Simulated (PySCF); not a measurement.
Rb: ionisation energy

Rb [Kr] 5s1 [5s1/2^1, M_J = 1/2] → Rb⁺ [Kr], as a difference of total energies. Calculation: PySCF 2.14, in x2c-TZVPall-2c with one added diffuse shell each of s, p, d type (9s10p8d1f, 86 functions); the two-component X2C-1e Hamiltonian. Correlated levels: [Ar] 3d10 frozen; the 6 highest virtual spinors dropped. "Screened" scales the spin-orbit matrix elements by Boettger's factors to mimic the two-electron term; Breit and QED terms are absent.

```csv
method,ionisation energy (eV),error (eV)
GHF (screened spin-orbit),3.799,-0.378
GMP2 (screened spin-orbit),4.099,-0.078
```

Reference: 4.177 eV (measured; NIST Atomic Spectra Database, ionization energies).

Errors of the correlated levels include the incompleteness of this basis and the frozen core.
